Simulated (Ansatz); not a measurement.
Coupled-cluster run, F₃H₄InOSi, SMILES `[F][In-]([F])([F])[OH+][SiH3]`.

```yaml
crystal:
  periodic: [false, false, false]
  atoms:
    - {symbol: F, position_ang: [-1.655707, -2.662393, -0.383600]}
    - {symbol: In, position_ang: [-0.112679, -1.623419, -0.908826]}
    - {symbol: F, position_ang: [1.338624, -1.367706, 0.377689]}
    - {symbol: F, position_ang: [0.256398, -1.415874, -2.795182]}
    - {symbol: O, position_ang: [-0.593003, 0.439277, -0.245026]}
    - {symbol: Si, position_ang: [0.384980, 1.223984, 0.922742]}
    - {symbol: H, position_ang: [-1.322543, 0.951486, -0.602339]}
    - {symbol: H, position_ang: [0.314859, 0.474784, 2.188336]}
    - {symbol: H, position_ang: [-0.275323, 2.547491, 1.061943]}
    - {symbol: H, position_ang: [1.747695, 1.381267, 0.387163]}
basis:
  gaussian: {orbitals: def2-TZVPP}
correlation: {method: ccsd_t}
output: {orbitals: {seedname: orbitals}}
```

```sh
$ ansatz run in.yaml --threads 4 --pin off --events-out ev --progress --plain --max-ram 11315MiB
```

Log, shortened:

```
Functional definition: HF
1850 factors; integrals over basis functions are off by at most 7.5e-4 eV
mean field evaluation 1: about -23231.8833 eV, gradient 6.0e1 eV
mean field evaluation 2: about -23232.0233 eV, gradient 6.0e1 eV
mean field evaluation 4: about -23238.0575 eV, gradient 2.9e0 eV
mean field evaluation 8: about -23238.1126 eV, gradient 3.3e-1 eV
mean field -23238.11286193 eV, -853.9848963175 hartree, gradient 2.8e-6 eV, S^2 0.000000; 0 other end points of the search recorded, 0 dependent functions left out
13 core orbitals not correlated: weight in the atoms' cores, before any rotation towards them, 1.000 or more for the frozen orbitals, at most 0.000 for the correlated occupied ones
reference -23238.11286193 eV, -853.9848963175 hartree; 24, 24 occupied and 235, 235 virtual orbitals, 1850 factors
second order -38.37645862 eV of doubles, -0.00000000 eV of singles
cycle   1  -37.63836817 eV  change    7.4e-1 eV  update   1.5e-1
cycle   2  -38.50629789 eV  change   -8.7e-1 eV  update   4.9e-2
cycle   3  -38.73798493 eV  change   -2.3e-1 eV  update   2.7e-2
cycle   4  -38.71868654 eV  change    1.9e-2 eV  update   7.1e-3
cycle   5  -38.70901086 eV  change    9.7e-3 eV  update   3.0e-3
cycle   6  -38.71115229 eV  change   -2.1e-3 eV  update   1.0e-3
cycle   7  -38.71138091 eV  change   -2.3e-4 eV  update   3.3e-4
cycle   8  -38.71109933 eV  change    2.8e-4 eV  update   1.2e-4
cycle   9  -38.71109868 eV  change    6.5e-7 eV  update   4.6e-5
perturbative correction -1.16355820 eV, -0.0427599751 hartree
Total energy: -23277.98751881 eV, -855.4502629296 hartree
```

Hardware: 4 threads of an Arm Neoverse V2 on a shared host. Wall time 9.9 min, peak host memory 8.4 GiB.

MP2 recovers 96.2 % of the CCSD(T) correlation energy and the triples give 2.9 %; T1 = 0.0152.
